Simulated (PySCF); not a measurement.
C4H9O, SMILES [OH+]=C(CC)C, charge +1.

Geometry optimised at PBE0-D3(BJ)/def2-SVP. The isomer is the one that the SMILES or the coordinates give; other isomers of the formula were not compared. Other conformers were not sampled.

Calculation: HF/def2-TZVP (PySCF).

Isolated molecule, no solvent.

* **total energy**: -231.41971 hartree
* **highest occupied level**: -18.85 eV
* **lowest empty level**: -3.21 eV
* **orbital gap**: 15.64 eV
* **dipole moment about the centre of nuclear charge**: 0.237 e·Å
* **mean static polarisability**: 45.4 bohr³ (6.72 Å³)
* **polarisability, principal values**: 39.3, 47.1, 49.6 bohr³
